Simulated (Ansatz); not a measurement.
Reaction (ligand exchange at the Si–C bond): `ClC[SiH2]Cl` + `[NH2][GeH2][Cl]` → `Cl[SiH2][NH][GeH2][Cl]` + `CCl`

Isolated molecules relaxed with PBE0-D4/def2-TZVP in Ansatz; ΔE leaves out vibrations. CCSD(T)/CBS adds triple-zeta CCSD(T) − MP2 to the extrapolated MP2 energy (def2 sets, frozen cores). This one scheme is used for every species. Functionals use def2-TZVPP. B3LYP here is the variant with VWN-RPA as its local correlation; programs differ in this. For Ge outer-core shells are correlated without core-valence functions, which leaves a few kJ/mol of doubt a bond. Scalar relativity is left out up to krypton. One conformer a species, not always the lowest.

```csv
level,ΔE (kcal/mol),difference from CCSD(T)/CBS
PBE-D4,-15.0,2.4
r2SCAN-D4,-16.5,0.9
PBE0-D4,-16.2,1.2
B3LYP-D4,-17.4,0.0
ωB97X-V,-16.9,0.5
B2PLYP,-17.3,0.1
r2SCAN,-16.3,1.1
B3LYP,-16.6,0.8
HF/def2-TZVPP,-19.5,-2.1
SCS-MP2/def2-TZVPP,-18.2,-0.8
CCSD(T)/def2-TZVPP,-17.6,-0.2
HF/def2-QZVPP,-19.8,-2.4
MP2/def2-QZVPP,-17.9,-0.5
SCS-MP2/def2-QZVPP,-18.2,-0.8
HF/CBS(def2),-19.8,-2.4
CCSD/CBS(def2),-17.7,-0.3
CCSD(T)/CBS,-17.4,0
```

Largest T1 diagnostic among the species: 0.010.

In def2-TZVPP, CCSD(T) changes the Hartree–Fock value by +2.0 kcal/mol (the triples alone add +0.3 kcal/mol) and MP2 by +1.6 kcal/mol. From PBE to PBE0 (25 % exact exchange), in def2-TZVPP and without D4, ΔE moves by −1.2 kcal/mol.
